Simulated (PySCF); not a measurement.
## S(2+) (sulfur, charge +2): UHF calculation

Configuration: [Ne] 3s1 3p2 3d1, one real determinant (an excited configuration). Computed with PySCF 2.14 in dyall-av3z (19s12p3d2f, 84 functions), with the spin-free X2C one-electron Hamiltonian (Gaussian nucleus).

| Quantity | Value |
| --- | --- |
| Total energy | -396.577927 hartree |
| One-electron energy | -533.6070 hartree |
| Hartree (Coulomb) energy | 161.5336 hartree |
| Exchange energy | -24.5045 hartree |
| ⟨S²⟩ | 6.0001 |
| ⟨L²⟩ | 7.960 |
| Sum of ⟨r⟩ | 11.17 bohr |
| Sum of ⟨r²⟩ | 18.45 bohr² |
| Traceless quadrupole moment −½Σ⟨3z² − r²⟩ along its main axis | -1.19 e·bohr² |
| Langevin diamagnetic susceptibility | -14.6 ×10⁻⁶ cm³/mol |

```json
{"shell": "1s α", "electrons": "1", "mean orbital energy (hartree)": "-93.50018", "spread (hartree)": "0", "rms radius, mean of both spins (bohr)": "0.112"}
{"shell": "1s β", "electrons": "1", "mean orbital energy (hartree)": "-93.44872", "spread (hartree)": "0", "rms radius, mean of both spins (bohr)": "0.112"}
{"shell": "2s α", "electrons": "1", "mean orbital energy (hartree)": "-10.20106", "spread (hartree)": "0", "rms radius, mean of both spins (bohr)": "0.515"}
{"shell": "2s β", "electrons": "1", "mean orbital energy (hartree)": "-10.12818", "spread (hartree)": "0", "rms radius, mean of both spins (bohr)": "0.515"}
{"shell": "2p α", "electrons": "3", "mean orbital energy (hartree)": "-7.83947", "spread (hartree)": "0.02878", "rms radius, mean of both spins (bohr)": "0.489"}
{"shell": "2p β", "electrons": "3", "mean orbital energy (hartree)": "-7.77070", "spread (hartree)": "0.02421", "rms radius, mean of both spins (bohr)": "0.489"}
{"shell": "3s α", "electrons": "1", "mean orbital energy (hartree)": "-1.93788", "spread (hartree)": "0", "rms radius, mean of both spins (bohr)": "1.66"}
{"shell": "3p α", "electrons": "2", "mean orbital energy (hartree)": "-1.41168", "spread (hartree)": "0", "rms radius, mean of both spins (bohr)": "1.83"}
{"shell": "3d α", "electrons": "1", "mean orbital energy (hartree)": "-0.67893", "spread (hartree)": "0", "rms radius, mean of both spins (bohr)": "2.64"}
```

⟨L²⟩ = 7.96 against 12 for a pure F term, so this real determinant mixes terms. The outer electron is Rydberg-like, and this basis confines it to a smaller radius and binds it less than a complete one would.

Densities and radii are taken from the X2C orbitals without a picture-change correction, which distorts them close to the nucleus.

Spin-orbit constants ζ (cm⁻¹) from the X2C one-electron operator on these orbitals: bare nucleus, nucleus screened by l(l+1)(2l+1)/3 electrons, and screened by the Breit-Pauli mean field of the electrons.

```
shell   bare  screened nucleus  mean field
   2p   7567              6621        6198
   3p  677.7             593.0       549.5
   3d  19.73             7.399       4.493
```

To first order the Landé constant is A = 46.54 cm⁻¹, so the lowest level has J = 1 and lies 0.0462 eV below the centre of the term. This holds in LS coupling only.
